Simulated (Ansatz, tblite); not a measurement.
Cost and result up the ladder for [TcNCl4]2- (TcNCl4²⁻) (6 atoms). Total charge -2; singlet. Geometry: PBE0-D4/def2-SVPD.

```
atom   x (Å)   y (Å)   z (Å)
 Tc1   0.099  -0.095   0.033
  N2   1.211  -1.162   0.400
 Cl3  -0.787  -0.857  -2.117
 Cl4   1.297   1.621  -1.235
 Cl5   0.131   1.485   1.901
 Cl6  -1.953  -0.993   1.018
```

Ansatz on 4 threads of Arm Neoverse V1 on a shared host; xTB runs through tblite on one thread. Times are rough, summed over both states, and most runs start from the orbitals of an earlier one. ωB97M-V/def2-TZVPD serves as the yardstick here, not as an exact answer. The other state is a triplet at its own geometry.

In the def2 sets Tc takes a core potential; there is no spin–orbit coupling. The xTB rows come from tblite. B3LYP takes the VWN-RPA correlation. HSE06 is defined as in plane-wave codes, on full-range PBE exchange. A multiply charged anion in the gas phase is held together partly by the finite basis. Removing one electron lowers the energy by 0.78 eV at PBE0-D4/def2-TZVPD, so it isn't bound.

Run but left out: HF/def2-TZVPD, MP2/def2-TZVPD (singlet: restricted singlet, unstable towards broken spin symmetry).

xTB has no spin-polarisation term.

| level | functions | wall time | triplet − singlet (eV) | difference from ωB97M-V/def2-TZVPD (eV) | remarks |
| --- | --- | --- | --- | --- | --- |
| GFN1-xTB | 49 | 0.017 s | 1.32 | 0.35 | – |
| GFN2-xTB | 49 | 0.017 s | 1.41 | 0.44 | – |
| PBE-D4/def2-TZVPD | 261 | 12 s | 0.87 | -0.09 | HOMO above zero (singlet), HOMO above zero (triplet) |
| BLYP-D4/def2-TZVPD | 261 | 14 s | 0.82 | -0.14 | HOMO above zero (singlet), HOMO above zero (triplet) |
| r2SCAN-D4/def2-TZVPD | 261 | 28 s | 0.77 | -0.19 | HOMO above zero (singlet), HOMO above zero (triplet) |
| HSE06-D4/def2-TZVPD | 261 | 31 s | 0.86 | -0.11 | HOMO above zero (singlet), HOMO above zero (triplet) |
| B3LYP-D4/def2-TZVPD (with forces) | 261 | 35 s | 0.86 | -0.11 | HOMO above zero (singlet), HOMO above zero (triplet) |
| PBE0-D4/def2-TZVPD (with forces) | 261 | 35 s | 0.86 | -0.10 | HOMO above zero (singlet), HOMO above zero (triplet) |
| ωB97M-V/def2-TZVPD | 261 | 66 s | 0.97 | 0.00 | – |
